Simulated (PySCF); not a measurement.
Coordinates in bohr (charge 1 multiplicity 1):
```
W     0.0000    0.0000    0.0232
Cl    0.0000    0.0000    4.1334
Cl    4.1081    0.0000   -1.0659
Cl    0.0000    4.1081   -1.0659
Cl   -4.1081    0.0000   -1.0659
Cl    0.0000   -4.1081   -1.0659
```

All numbers come from PySCF, PBE0, basis W def2-SVP with ECP60, Cl def2-SVP (scalar-relativistic core potentials, no spin–orbit coupling, density fitting).

This geometry of WCl₅⁺ is a stationary point at this level.

Problem. What is the point group?

Solution. C4v.

Problem. Is it a minimum?

Solution. No: it has 1 imaginary mode, at 37i cm⁻¹ (b1).

Problem. List the harmonic modes with their infrared intensities.

Solution. 
```csv
symmetry,ω (cm⁻¹),"IR (km/mol, summed over degenerate members)",type
b1,37i,–,bend
e,141,2.2,bend
a1,157,0.2,bend
e,171,23.6,bend
b2,254,0.0,bend
b1,364,0.0,stretch
e,425,200,stretch
a1,439,3.9,stretch
a1,475,43.4,stretch
```

Problem. What are the dipole moment and the gap between the highest occupied and lowest empty levels?

Solution. 0.95 D about the centre of mass and 3.74 eV.

In C4v the vibrations span 2b1 + 3e + 3a1 + b2. The b1, b2 modes carry no infrared intensity, as symmetry demands.

Stability towards spin polarisation was not tested. Other isomers or separated fragments may lie lower. At this level a singlet minimum of D3h symmetry lies 7 kJ/mol below this structure. No spin–orbit coupling is included, which matters more the heavier the element.
